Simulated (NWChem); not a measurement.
**Atomisation of arsenic trifluoride (AsF$_{3}$)**

```xyz
4

F      0.7389    -0.4892     1.2818
As     0.0009     0.3989     0.0000
F      0.7389    -0.4892    -1.2818
F     -1.4811    -0.4842     0.0000
```
Charge 0, spin multiplicity 1.

Everything below was run with NWChem. The geometry was optimised at PBE0/def2-SVP, a minimum by its harmonic frequencies.

Basis set: def2-TZVP. The atomisation energy is electronic alone: no zero-point, thermal, spin-orbit or counterpoise terms. No value is extrapolated to the basis-set limit. Free atoms are single determinants with multiplicities F 2, As 4. Correlated methods freeze the same cores in atoms and molecule, 12 orbitals in all.

Costs are rough ratios of processor time within this set of runs, SCF included, with BHandHLYP as 1. Costs are the molecule's.

The Hamiltonian is non-relativistic. B3LYP has NWChem's definition, with VWN1-RPA local correlation. No SCF solution was tested for a lower state. Open-shell Hartree-Fock references start from PBE0 orbitals; any time given for them includes that run.

```json
[
 {"method": "BP86", "atomisation energy (kcal/mol)": "(withheld)", "relative cost": "under 3"},
 {"method": "HF", "atomisation energy (kcal/mol)": "190.4", "relative cost": "under 3"},
 {"method": "PBE", "atomisation energy (kcal/mol)": "340.5", "relative cost": "under 3"},
 {"method": "B3LYP", "atomisation energy (kcal/mol)": "320.5", "relative cost": "under 3"},
 {"method": "MP2", "atomisation energy (kcal/mol)": "(withheld)", "relative cost": "under 3"},
 {"method": "M06-2X", "atomisation energy (kcal/mol)": "(withheld)", "relative cost": "under 3"},
 {"method": "BHandHLYP", "atomisation energy (kcal/mol)": "(withheld)", "relative cost": "1"},
 {"method": "LDA (SVWN5)", "atomisation energy (kcal/mol)": "403.8", "relative cost": "under 3"},
 {"method": "PBE0", "atomisation energy (kcal/mol)": "316.1", "relative cost": "under 3"}
]
```

Problem. Some entries are withheld; supply them.

Solution. 
- BP86, atomisation energy (kcal/mol): 339.0
- MP2, atomisation energy (kcal/mol): 329.3
- M06-2X, atomisation energy (kcal/mol): 322.4
- BHandHLYP, atomisation energy (kcal/mol): 292.8
